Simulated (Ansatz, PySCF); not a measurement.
System: CBr, net charge 0, doublet state. 
Coordinates optimised at B3LYP-D3(BJ)/def2-TZVP (Ansatz, a quantum-chemistry and plane-wave program):
```
C
Br 1 1.8310
```
Charge 0, spin multiplicity 2.

Total electronic energies in hartree. Valence correlation only, unless marked. Open shells are spin-unrestricted. No spin-orbit coupling. The frozen core is the preceding noble-gas configuration, with the filled d and f shells of earlier blocks. No relativistic terms. CBS(X,Y): correlation extrapolated as X^-3; Hartree-Fock from the larger set. [CCSD(T)-MP2]/basis is that difference in the basis named.

The Hartree-Fock reference is unstable (checked in the largest basis), which strains HF and MP2. 

```
level                                                                 program  energy (Eh)
-------------------------------------------------------------  --------------  -----------
RI-HF/cc-pVTZ                                                          Ansatz  -2610.19674
SVWN5/def2-TZVPD                                                       Ansatz          ___
TPSS-D3(BJ)/def2-TZVPD                                          PySCF + dftd3          ___
PBE0/6-31G*                                                            Ansatz          ___
PBE0/def2-TZVPD                                                        Ansatz  -2611.75496
LC-wPBE-D3(BJ)/def2-TZVPD                                      Ansatz + dftd3  -2611.70621
B2PLYP-D4/def2-TZVPD                                           Ansatz + dftd4  -2611.65246
RPA@PBE/cc-pVTZ                                                        Ansatz  -2610.64568
RI-MP2/def2-TZVPP                                                      Ansatz  -2610.41498
RI-MP2/CBS(def2-TZVPPD,def2-QZVPPD)                                    Ansatz   -2610.5085
CCSD/cc-pVTZ                                                           Ansatz  -2610.49083
CCSD/def2-TZVPP                                                        Ansatz  -2610.44579
CCSD(T)/def2-SVP                                                       Ansatz  -2610.02499
CCSD(T)/aug-cc-pVTZ                                                    Ansatz  -2610.51297
RI-MP2/CBS(aug-cc-pVTZ,aug-cc-pVQZ)+[CCSD(T)-MP2]/aug-cc-pVDZ          Ansatz   -2610.5492
```

Q: Fill in the missing entries.

A: 
- SVWN5/def2-TZVPD, energy (Eh): -2608.19253
- TPSS-D3(BJ)/def2-TZVPD, energy (Eh): -2612.02487
- PBE0/6-31G*, energy (Eh): -2611.43815
